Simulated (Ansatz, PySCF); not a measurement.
Al(I)(OH)(OMe) (CH4AlIO2), SMILES [Al]([OH])([I])[O]C. Atoms are numbered in the order given.

```xyz
9

Al     0.3726     0.9630    -0.7266
I      0.3640    -1.1420     0.5625
O      0.7648     2.3963     0.0830
H      0.7947     3.2632    -0.3332
O     -0.0039     0.9638    -2.3720
C     -0.3636     0.0409    -3.3621
H     -0.4240    -0.9938    -2.9762
H     -1.3479     0.3010    -3.7904
H      0.3733     0.0535    -4.1847
```

Geometry optimised at B3LYP-D3(BJ)/def2-SVP. The structure was generated by enumeration; whether it is a known compound was not checked. The def2 effective core potentials stand for the cores of I; spin–orbit coupling is left out. One conformer was computed; it need not be the lowest.

Two levels are set side by side: PBE-D3(BJ)/def2-SVP (Ansatz, a first-principles code) and B3LYP-D3(BJ)/def2-SVP (Ansatz). Each level has its own optimised geometry; the coordinates shown are those of the second. Frequencies come from the Hessian of PySCF at each geometry. Differences are taken from unrounded values.

```csv
quantity,B3LYP-D3(BJ),PBE-D3(BJ),PBE-D3(BJ) minus B3LYP-D3(BJ)
mean bond length (Å),1.441,1.450,0.009
bond Al1–I2 (Å),2.468,2.472,0.004
bond Al1–O3 (Å),1.692,1.708,0.016
bond Al1–O5 (Å),1.688,1.705,0.017
bond O5–C6 (Å),1.401,1.406,0.005
bond O3–H4 (Å),0.962,0.971,0.009
bond C6–H7 (Å),1.106,1.115,0.009
bond C6–H8 (Å),1.105,1.113,0.008
bond C6–H9 (Å),1.104,1.113,0.008
highest harmonic wavenumber (cm⁻¹),3914,3800,-114
mean harmonic wavenumber (cm⁻¹),1183,1151,-32
zero-point energy (kcal/mol),35.51,34.55,-0.96
```

GGA bonds tend to be longer and softer than those of functionals with exact exchange. Differences between two approximate levels are no errors against the true value.
